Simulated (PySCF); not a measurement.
# Input and output

TlI3(H2O) (singlet). PySCF 2.14.0, RKS M06-L, Tl def2-SVP with ECP60, I def2-SVP with ECP28, O def2-SVP, H def2-SVP; non-relativistic Hamiltonian with scalar-relativistic core potentials where named; density fitting; no spin-orbit coupling. Purpose: level M06-L.

```python
mol = gto.M(atom='''
Tl     0.02601     0.15773    -0.15773
I      1.28073     2.13597     1.24923
I     -2.27296    -0.91829     0.91829
I      1.28073    -1.24923    -2.13597
O     -1.38283     1.63271    -1.63271
H     -1.97269     2.16924    -1.08567
H     -1.97269     1.08567    -2.16924''',
    basis={'Tl': 'def2-SVP', 'I': 'def2-SVP', 'O': 'def2-SVP', 'H': 'def2-SVP'},
    ecp={'Tl': 'def2-SVP', 'I': 'def2-SVP'},
    charge=0, spin=0)
mf = dft.RKS(mol, xc='M06L')
mf.grids.atom_grid = (75, 302)
mf = mf.density_fit()  # fitting sets: Tl def2-universal-JKFIT, I def2-universal-JKFIT, O def2-universal-JKFIT, H def2-universal-JKFIT
mf.conv_tol = 1e-08; mf.max_cycle = 55
mf.kernel(dm0)  # dm0: converged density of the relaxed state
mf.nuc_grad_method().kernel()
```

Run from Python with OMP_NUM_THREADS=2; the lines above give its settings. Where DIIS fails, smearing, a level shift and second-order steps follow.
It took 13 s on 2 threads of Arm Neoverse V2, with other jobs on the host, from an already converged density.

Question: Where do the frontier levels lie, over both spins?

Answer: HOMO -6.41 eV, LUMO -3.90 eV. 

Question: What are the Mulliken charges and spins?

Answer: 
| atom | charge (e) | spin (e) |
| --- | --- | --- |
| Tl1 | 0.479 | 0.000 |
| I2 | -0.198 | 0.000 |
| I3 | -0.241 | 0.000 |
| I4 | -0.198 | 0.000 |
| O5 | -0.273 | 0.000 |
| H6 | 0.216 | 0.000 |
| H7 | 0.216 | 0.000 |

Question: What forces act on the atoms (eV/Å)?

Answer: 
```
Tl   0.03 -0.06  0.06
I    0.20  0.37  0.25
I   -0.39 -0.20  0.20
I    0.20 -0.25 -0.37
O    0.01  0.12 -0.12
H   -0.03 -0.01 -0.03
H   -0.03  0.03  0.01
```
Forces carry noise of the integration grid, about 0.01 to 0.03 eV/Å.

The geometry was relaxed with PBE0 (Tl def2-SVP with ECP60, I def2-SVP with ECP28, O def2-SVP, H def2-SVP).
